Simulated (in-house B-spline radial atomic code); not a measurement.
Computed with a B-spline radial atomic code. Model: two electrons, singlet ground state, non-relativistic, full CI in B-splines with partial waves to l = 8 (at full coupling up to 3e-4 hartree above the limit, correlation up to 0.6 % small), density held at that of full coupling by Lieb maximisation.

W(λ) is the mean repulsion in the state of coupling λ less the Hartree energy of the fixed density. Its start is exact exchange, its initial slope is twice the second-order Görling-Levy correlation energy, and its area from 0 to 1 is E_xc. A straight curve means weak, dynamic correlation, and a curve that drops fast and flattens means strong correlation.

Command:
```bash
python run_ac.py task.json out
```
Settings (lengths in bohr, energies in hartree):
```
potential              coulomb
strength               2
lmax                   8
wall_radius            0.5
```

Cost of the run: 0.9 s on 1 thread of Intel(R) Xeon(R) Processor @ 2.30GHz, with other jobs on the host.

**W = mean repulsion less Hartree energy, and W of three functionals.**

Given: confinement point charge; nuclear charge 2; hard wall radius 0.5 bohr; external potential -Z/r.

Computed: LDA exchange minus exact 531.82 millihartree; PBE exchange minus exact 170.26 millihartree.

```json
{"coupling": "0", "W xc (hartree)": "-3.7784", "W xc minus exchange (millihartree)": "0", "kinetic minus Kohn-Sham (millihartree)": "0", "LDA (PW92) W minus its exchange (millihartree)": "0", "PBE W minus its exchange (millihartree)": "0", "SCAN W minus its exchange (millihartree)": "0"}
{"coupling": "0.02", "W xc (hartree)": "?", "W xc minus exchange (millihartree)": "?", "kinetic minus Kohn-Sham (millihartree)": "?", "LDA (PW92) W minus its exchange (millihartree)": "?", "PBE W minus its exchange (millihartree)": "?", "SCAN W minus its exchange (millihartree)": "?"}
{"coupling": "0.05", "W xc (hartree)": "-3.7835", "W xc minus exchange (millihartree)": "-5.151", "kinetic minus Kohn-Sham (millihartree)": "0.1", "LDA (PW92) W minus its exchange (millihartree)": "-32.58", "PBE W minus its exchange (millihartree)": "-8.2", "SCAN W minus its exchange (millihartree)": "-4.85"}
{"coupling": "0.12", "W xc (hartree)": "-3.7907", "W xc minus exchange (millihartree)": "-12.306", "kinetic minus Kohn-Sham (millihartree)": "0.7", "LDA (PW92) W minus its exchange (millihartree)": "-65.55", "PBE W minus its exchange (millihartree)": "-19.53", "SCAN W minus its exchange (millihartree)": "-11.53"}
{"coupling": "0.25", "W xc (hartree)": "-3.8038", "W xc minus exchange (millihartree)": "-25.419", "kinetic minus Kohn-Sham (millihartree)": "3.2", "LDA (PW92) W minus its exchange (millihartree)": "-115.04", "PBE W minus its exchange (millihartree)": "-40.01", "SCAN W minus its exchange (millihartree)": "-23.67"}
{"coupling": "0.4", "W xc (hartree)": "-3.8186", "W xc minus exchange (millihartree)": "-40.275", "kinetic minus Kohn-Sham (millihartree)": "8", "LDA (PW92) W minus its exchange (millihartree)": "-162.7", "PBE W minus its exchange (millihartree)": "-62.75", "SCAN W minus its exchange (millihartree)": "-37.33"}
{"coupling": "0.6", "W xc (hartree)": "-3.838", "W xc minus exchange (millihartree)": "-59.637", "kinetic minus Kohn-Sham (millihartree)": "17.6", "LDA (PW92) W minus its exchange (millihartree)": "-217.26", "PBE W minus its exchange (millihartree)": "-91.68", "SCAN W minus its exchange (millihartree)": "-55.04"}
{"coupling": "0.8", "W xc (hartree)": "-3.8569", "W xc minus exchange (millihartree)": "-78.504", "kinetic minus Kohn-Sham (millihartree)": "30.8", "LDA (PW92) W minus its exchange (millihartree)": "-265.12", "PBE W minus its exchange (millihartree)": "-119.19", "SCAN W minus its exchange (millihartree)": "-72.25"}
{"coupling": "1", "W xc (hartree)": "?", "W xc minus exchange (millihartree)": "?", "kinetic minus Kohn-Sham (millihartree)": "?", "LDA (PW92) W minus its exchange (millihartree)": "?", "PBE W minus its exchange (millihartree)": "?", "SCAN W minus its exchange (millihartree)": "?"}
{"coupling": "1.4", "W xc (hartree)": "-3.9106", "W xc minus exchange (millihartree)": "-132.28", "kinetic minus Kohn-Sham (millihartree)": "89.8", "LDA (PW92) W minus its exchange (millihartree)": "-384.27", "PBE W minus its exchange (millihartree)": "-194.61", "SCAN W minus its exchange (millihartree)": "-121.2"}
{"coupling": "2", "W xc (hartree)": "-3.9605", "W xc minus exchange (millihartree)": "-182.13", "kinetic minus Kohn-Sham (millihartree)": "174.4", "LDA (PW92) W minus its exchange (millihartree)": "-480.8", "PBE W minus its exchange (millihartree)": "-261.48", "SCAN W minus its exchange (millihartree)": "-166.68"}
{"coupling": "3", "W xc (hartree)": "-4.0358", "W xc minus exchange (millihartree)": "-257.43", "kinetic minus Kohn-Sham (millihartree)": "361.9", "LDA (PW92) W minus its exchange (millihartree)": "-612.11", "PBE W minus its exchange (millihartree)": "-358.77", "SCAN W minus its exchange (millihartree)": "-236"}
{"coupling": "4.5", "W xc (hartree)": "-4.1332", "W xc minus exchange (millihartree)": "-354.89", "kinetic minus Kohn-Sham (millihartree)": "725.2", "LDA (PW92) W minus its exchange (millihartree)": "-766.86", "PBE W minus its exchange (millihartree)": "-480.72", "SCAN W minus its exchange (millihartree)": "-327.51"}
{"coupling": "7", "W xc (hartree)": "-4.2636", "W xc minus exchange (millihartree)": "-485.25", "kinetic minus Kohn-Sham (millihartree)": "1467.6", "LDA (PW92) W minus its exchange (millihartree)": "-960.07", "PBE W minus its exchange (millihartree)": "-641.32", "SCAN W minus its exchange (millihartree)": "-454.44"}
{"coupling": "10", "W xc (hartree)": "-4.3824", "W xc minus exchange (millihartree)": "-604.06", "kinetic minus Kohn-Sham (millihartree)": "2469", "LDA (PW92) W minus its exchange (millihartree)": "-1130.7", "PBE W minus its exchange (millihartree)": "-788.92", "SCAN W minus its exchange (millihartree)": "-575.96"}
```

Q: What belongs in the row 0.02?

A: W xc (hartree): -3.7804; W xc minus exchange (millihartree): -2.064; kinetic minus Kohn-Sham (millihartree): 0; LDA (PW92) W minus its exchange (millihartree): -15.28; PBE W minus its exchange (millihartree): -3.29; SCAN W minus its exchange (millihartree): -1.95.

Q: What belongs in the row 1?

A: W xc (hartree): -3.8752; W xc minus exchange (millihartree): -96.89; kinetic minus Kohn-Sham (millihartree): 47.4; LDA (PW92) W minus its exchange (millihartree): -308.23; PBE W minus its exchange (millihartree): -145.44; SCAN W minus its exchange (millihartree): -88.99.

Q: What is the SCAN exchange minus exact?

A: -7.6501 millihartree.

**Energy parts, natural occupations and partial-wave weights.**

Computed: total energy 22.7415 hartree; exchange energy -3.7784 hartree; correlation energy -0.049502 hartree; kinetic part of the DFT correlation energy 0.047388 hartree; kinetic part over minus potential part 0.48909; Kohn-Sham kinetic 40.313 hartree; Lieb Oxford ratio E_xc over LDA exchange 1.1791.

| natural | occupation of the shell (electrons) |
| --- | --- |
| s | 1.9984 |
| p | ? |
| d | 7.1468e-05 |
| s | 6.3824e-05 |
| p | 1.0963e-05 |
| f | 9.9051e-06 |

Q: What belongs in the row p?

A: occupation of the shell (electrons): 0.0013854.

| wave | weight |
| --- | --- |
| s | 0.99926 |
| p | ? |
| d | 3.7087e-05 |
| f | 5.3438e-06 |
| g | 1.2566e-06 |

Q: What belongs in the row p?

A: weight: 0.00069845.

Q: What is the initial slope twice GL2?

A: -0.10335 hartree.

Q: What is the Hartree energy?

A: 7.5567 hartree.

Half-way to full coupling W has made 52 % of its drop, against 50 % for a straight line, and second-order (GL2) theory, half the initial slope, overshoots the correlation energy by about 4 %: correlation is weak here. Over couplings 0 to 1 the errors in E_xc come to about +401 millihartree for LDA, +144 millihartree for PBE, -3.8 millihartree for SCAN, so SCAN is nearest. In LDA and PBE and SCAN the errors of exchange and correlation have opposite signs, so the sum is smaller than the larger of the two.
